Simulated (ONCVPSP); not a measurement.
## Configuration tests for zinc (Zn) (ONCV)

```json
{
 "Element": "zinc",
 "Generator": "ONCVPSP 4.0.1",
 "Type": "optimised norm-conserving Vanderbilt (ONCV)",
 "Functional": "PBE",
 "Relativity": "scalar-relativistic",
 "Frozen core": "[Ne]",
 "Valence charge": "20",
 "Reference configuration": "3s2 3p6 3d10 4s2",
 "Partial waves": "3s+4s: rc 1.15 bohr, ncon 5, nbas 8, qcut 9.5 1/bohr, 2 projectors; 3p: rc 1.10 bohr, ncon 3, nbas 6, qcut 11.6 1/bohr, 2 projectors, debl 2.4 Ha; 3d: rc 1.00 bohr, ncon 4, nbas 8, qcut 17.5 1/bohr, 2 projectors, debl 1.7 Ha",
 "Local potential": "polynomial inside 0.70 bohr (lpopt 1, dvloc0 0 Ha)",
 "Core correction": "Teter function, parameters optimised by the program"
}
```

In the p channel the program set the typed energies aside and used -3.065, 0.250 Ha.

Energies are relative to the spin-unpolarised reference configuration 3s2 3p6 3d10 4s2; without spin polarisation the order of configurations can differ from experiment.

```csv
valence configuration,charge,ΔE all-electron (eV),error AE − PS (meV)
3s2 3p6 3d10 4s1,+1,9.889,-0.4
3s2 3p6 3d9 4s0,+3,68.865,-13
```

Q: What are ΔE and the potential's error for 3s2 3p6 3d10 4s1.5?

A: ΔE = 3.941 eV all-electron; the error (AE − PS) is -0.2 meV.

Q: What are ΔE and the potential's error for 3s2 3p6 3d10 4s0?

A: ΔE = 28.331 eV all-electron; the error (AE − PS) is -0.4 meV.

Levels in the configuration 3s2 3p6 3d10 4s0:

```
level  all-electron (eV)  pseudo (eV)
   3s           -150.113     -150.091
   3p           -104.308     -104.294
   3d            -30.856      -30.864
```
